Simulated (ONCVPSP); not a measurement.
# Ho: variants of one ONCV potential

Base potential:

```json
{
  "Element": "Ho",
  "Generator": "ONCVPSP 4.0.1",
  "Type": "optimised norm-conserving Vanderbilt (ONCV)",
  "Functional": "LDA (Perdew-Wang 92)",
  "Relativity": "scalar-relativistic",
  "Frozen core": "[Kr] 4d10",
  "Valence charge": "21",
  "Reference configuration": "4f11 5s2 5p6 5d0.5 6s1.5",
  "Partial waves": "5s+6s: rc 1.70 bohr, ncon 3, nbas 7, qcut 5.4 1/bohr, 2 projectors; 5p: rc 2.20 bohr, ncon 5, nbas 9, qcut 5.9 1/bohr, 1 projector; 5d: rc 4.00 bohr, ncon 4, nbas 9, qcut 4.5 1/bohr, 2 projectors, debl 2.8 Ha; 4f: rc 1.05 bohr, ncon 4, nbas 8, qcut 13.8 1/bohr, 2 projectors, debl 1.1 Ha",
  "Local potential": "polynomial inside 0.85 bohr (lpopt 5, dvloc0 4 Ha)",
  "Core correction": "Teter function, fcfact 4.5, rcfact 1.75"
}
```

All-electron outer shells of the reference configuration (LDA (PZ), scalar-relativistic, ld1.x):

| shell | level (eV) | outermost node (bohr) | outermost maximum (bohr) |
| --- | --- | --- | --- |
| 4d | -158.61 | 0.25 | 0.52 |
| 5s | -50.08 | 0.61 | 1.13 |
| 5p | -25.58 | 0.66 | 1.29 |
| 6s | -3.84 | 1.55 | 3.39 |
| 4f | -2.95 | – | 0.52 |
| 5d | -1.03 | 0.75 | 2.16 |

Cutoffs, loose and tight: the cutoffs (Ha) at which the residual kinetic energy of the hardest occupied pseudo-wave falls to 1 and 0.1 mHa per electron. They do not see the model core or the augmentation charge, which bear on the density cutoff. Test errors are all-electron minus pseudo excitation energies from the reference, over the configurations 4f11 5s2 5p6 5d0 6s2; 4f11 5s2 5p6 5d0 6s1; 4f11 5s2 5p6 5d0 6s0; 4f11 5s1 5p6 5d0 6s2. A dash means not determined; rows that change the core or the reference have their own tests.

A true bound ghost makes a file unfit for plane-wave use even where its test errors are small: the radial tests pick states by their node count and pass the ghost by.

```tsv
change	outcome	cutoff, loose	cutoff, tight	bound ghosts	GHOST(+) flags above zero	largest test error (meV)
base	generated	115 Ha	258 Ha	s, p	d	tests left out (the all-electron energies of this program are off by 10 to 40 meV for near-neutral 4f atoms)
core correction Teter function, fcfact 4.5, rcfact 1	generated	115 Ha	258 Ha	s, p	d	tests left out (the all-electron energies of this program are off by 10 to 40 meV for near-neutral 4f atoms)
local potential polynomial inside 0.85 bohr (lpopt 5, dvloc0 1.5 Ha)	generated	115 Ha	258 Ha	s, p	d	tests left out (the all-electron energies of this program are off by 10 to 40 meV for near-neutral 4f atoms)
p: rc 2.5	generated	115 Ha	258 Ha	s, p	d	tests left out (the all-electron energies of this program are off by 10 to 40 meV for near-neutral 4f atoms)
s: nproj 4	generated	115 Ha	258 Ha	s, p	s, d	tests left out (the all-electron energies of this program are off by 10 to 40 meV for near-neutral 4f atoms)
```

What comes out with this change to the base: s: qcut 4.6; p: qcut 5; d: qcut 3.8; f: qcut 11.7?

outcome: generated; cutoff, loose: 245 Ha; cutoff, tight: 350 Ha; bound ghosts: s, p; GHOST(+) flags above zero: d; largest test error (meV): tests left out (the all-electron energies of this program are off by 10 to 40 meV for near-neutral 4f atoms).

What comes out with this change to the base: d: qcut 6.1?

outcome: generated; cutoff, loose: 115 Ha; cutoff, tight: 258 Ha; bound ghosts: s, p, d; GHOST(+) flags above zero: none; largest test error (meV): tests left out (the all-electron energies of this program are off by 10 to 40 meV for near-neutral 4f atoms).
